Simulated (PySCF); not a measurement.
Compound: C6H6F (doublet state).
Geometry (GFN2-xTB, Å), atoms numbered from 1 in this order:
```
atom  x, y, z in Å
F1    -0.1574    0.6346   -2.1446
C2     0.0222    0.1286   -0.8902
C3     1.3911   -0.3275   -0.4717
C4     1.3614    0.3570    0.6717
C5    -0.0047    0.9755    0.4134
C6    -1.0860    0.0836    0.9121
C7    -1.1391   -0.7283   -0.3310
H8     2.0704   -1.0230   -0.9264
H9     1.9919    0.4005    1.5391
H10   -0.0988    2.0554    0.4613
H11   -1.3477   -0.1767    1.9184
H12   -0.9608   -1.8037   -0.2493
H13   -2.0468   -0.5755   -0.9204
```

Identity: `F[C@@]12C=C[C@@H]1[CH]C2` [radical].

The calculation used UKS B3LYP, pcH-1 on C F H, non-relativistic, mean-field spin-orbit, GIAO in PySCF 2.14.0. Isolated species at its GFN2-xTB geometry, gas phase. The geometry wasn't refined by DFT: couplings that depend on bond lengths, twists or pyramidal angles can differ widely from those at the functional's own minimum. No stability test was run, so a lower SCF solution isn't excluded.

The largest Mulliken spin populations are on C6 (+0.99), C7 (-0.08) and C5 (-0.07). C6 is the only atom above +0.15. The positive populations add up to 1.19 and the negative ones to -0.19, together 2S = 1. The angles at C6 add up to 353.9°, so it is slightly pyramidal.

**Question.** How do the β-proton couplings of this frozen conformer go with θ, the angle between the C–H bond and the normal to the plane of the spin centre's three neighbours, both seen down the bond from centre to carbon?

**Answer.** 
| β H | on | centre | θ (°) | cos²θ | a (G) |
| --- | --- | --- | --- | --- | --- |
| H10 | C5 | C6 | 32 | 0.72 | +23.73 |
| H12 | C7 | C6 | 39 | 0.60 | +25.39 |
| H13 | C7 | C6 | 12 | 0.95 | +40.81 |

Fitting the Heller–McConnell form a = ρ(B0 + B2 cos²θ), with Mulliken ρ = 0.99, gives B0 = -6.5 G and B2 = 48.4 G, with a largest miss of 4.5 G.

Couplings in gauss use g_iso = 2.0026.

On Arm Neoverse V2, one thread, shared host, this took 39 s wall (grids of density and orbitals included) and 0.97 GiB of memory at its peak.
